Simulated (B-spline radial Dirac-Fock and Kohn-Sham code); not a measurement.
## Tc 3p1/2: cross section and angular parameters

System: neutral technetium, configuration [Kr] 4d5 5s2; threshold 447.6 eV (tabulated edge). Calculated with a radial atomic solver, using Dirac-Hartree-Slater photoionisation with a Latter tail; cross sections with all multipoles, angular parameters from the dipole term and its interference with E2.

```
hν (eV)  σ (kb)      β       γ      δ
    643     147  1.184   0.276  0.045
    717     132  1.325   0.224  0.025
    800     116  1.423   0.150  0.013
    884     102  1.486   0.088  0.007
    972    89.4  1.529   0.039  0.004
   1100    74.0  1.568  -0.003  0.002
   1110    72.9  1.571  -0.005  0.002
 1253.6    59.6  1.594  -0.022  0.001
 1486.9    44.0  1.609  -0.011  0.002
   2000       ?      ?       ?      ?
   4000    5.09  1.478   0.593  0.023
 5414.7    2.35  1.392   0.873  0.041
   6110    1.70  1.353   0.990  0.050
   6470    1.46  1.334   1.045  0.055
   7440   0.991  1.285   1.182  0.068
   7700   0.901  1.273   1.216  0.072
   8010   0.806  1.258   1.254  0.076
 8047.8   0.795  1.256   1.259  0.076
   8410   0.702  1.240   1.302  0.082
   9750   0.459  1.183   1.444  0.101
  10200   0.403  1.166   1.487  0.107
  12100   0.243  1.097   1.647  0.134
  13000   0.196  1.067   1.713  0.146
```

**Question.** Give the values at 2000 eV.

**Answer.** σ = 24.7 kb, β = 1.602, γ = 0.092, δ = 0.004.
